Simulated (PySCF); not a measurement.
Computed shifts of a molecule C₃H₉FSi, PBE0/pcSseg-1 (PySCF), GIAO, gas phase, atoms alike by connectivity averaged where their shifts nearly agree, in ppm (number of nuclei): ²⁹Si: 17.9 (1). ¹⁹F: -226.3 (1). ¹³C: 23.5 (1), 21.6 (1), 20.0 (1). ¹H: 5.76 (1), 5.57 (1), 2.17 (1), 1.97 (1), 1.56 (2), 1.39 (3). References: ²⁹Si against TMS (σ = 352.7 ppm); ¹⁹F against CFCl3 (σ = 167.2 ppm); ¹³C against TMS (σ = 186.3 ppm); ¹H against TMS (σ = 31.56 ppm), references at their B3LYP-D3(BJ)/def2-TZVP geometries, non-relativistic. Geometry: PBE-D3(BJ)/def2-SVP. The values are those of a single conformer.

### Question
Which structure fits?
A. CC(C)[SiH2]F
B. C[C@H](F)C[SiH3]
C. CCC[SiH2]F
D. CC[C@H](F)[SiH3]

### Answer
C, CCC[SiH2]F
